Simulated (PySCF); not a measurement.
Vertical excitations of a molecule C₅H₅Cl from TDA-B3LYP/def2-SVPD run with PySCF 2.14.0, as energy in eV (oscillator strength): 5.05 (0.000), 5.36 (0.000), 5.53 (0.292), 6.13 (0.072), 6.38 (0.000), 6.43 (0.008), 6.62 (0.003), 7.04 (0.011), 7.05 (0.113), 7.15 (0.000). Lowest triplet (TDA): 3.23 eV. Geometry: B3LYP-D3(BJ)/def2-SVP. Other conformers were not sampled.

Q: Which molecule gave these data?
A. C#C/C(Cl)=C\C
B. C#CCC(=C)Cl
C. C=C(Cl)C#CC
D. C#C/C(C)=C/Cl

A: A, C#C/C(Cl)=C\C
